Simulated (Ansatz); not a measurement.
`CC(Cl)B(F)F` + H₂O → `CC(O)Cl` + `FBF` at 600 K and 1 bar (formal hydrolysis of a C–B bond).

Calculated with Ansatz (gas phase, PBE0-D4/def2-TZVP geometries, no zero-point term in ΔE). CCSD(T)/CBS adds triple-zeta CCSD(T) − MP2 to the extrapolated MP2 energy (def2 sets, frozen cores). This one scheme is used for every species. One conformer a species, not always the lowest.

```json
{"species": "`CC(Cl)B(F)F`", "CCSD(T)/CBS energy (Eh)": "-762.80575", "H − E (kJ/mol)": "233.8", "S (J/(mol·K))": "437.3"}
{"species": "H₂O", "CCSD(T)/CBS energy (Eh)": "-76.37941", "H − E (kJ/mol)": "76.8", "S (J/(mol·K))": "212.8"}
{"species": "`CC(O)Cl`", "CCSD(T)/CBS energy (Eh)": "-614.06791", "H − E (kJ/mol)": "233.5", "S (J/(mol·K))": "365.8"}
{"species": "`FBF`", "CCSD(T)/CBS energy (Eh)": "-225.09427", "H − E (kJ/mol)": "73.4", "S (J/(mol·K))": "279.9"}
```

H − E and S are ideal-gas, rigid-rotor, harmonic terms from PBE0-D4/def2-TZVP, for one conformer and one mirror image of each species. 1 Eh = 2625.50 kJ/mol, R = 8.31446 J/(mol·K).

Q: By hand: ΔE, ΔH, ΔS and ΔG.

A: ΔE = (-614.06791) + (-225.09427) − (-762.80575) − (-76.37941) = 0.02298 Eh = 60.3 kJ/mol. Δ(H − E) = 233.5 + 73.4 − 233.8 − 76.8 = -3.7, so ΔH = 56.6 kJ/mol. ΔS = 365.8 + 279.9 − 437.3 − 212.8 = -4.4 J/(mol·K). ΔG = 56.6 − 600 × (-4.4)/1000 = 59.2 kJ/mol.

Q: By hand: the equilibrium constant, and the temperature at which ΔG would vanish if ΔH and ΔS stayed fixed.

A: log₁₀ K = −ΔG/(RT ln 10) = -5.2. ΔH and −TΔS have one sign here, so there is no such temperature.

The number of gas molecules stays the same, so ΔS is small and ΔH decides. A doubt of 5 kJ/mol in ΔE shifts log₁₀ K by 0.4 here. Other conformers and mirror images would add mixing entropy, several J/(mol·K) or more a flexible species. Modes under 60 cm⁻¹, often nearly free rotors, make the harmonic entropy too high. These are equilibria of isolated gas molecules and say nothing of rates. Largest T1 diagnostic: 0.013 (customary marks: 0.02 for closed shells, 0.045 for open ones).

ΔS is within the doubt of such terms, so its sign, and with it that verdict, could turn.
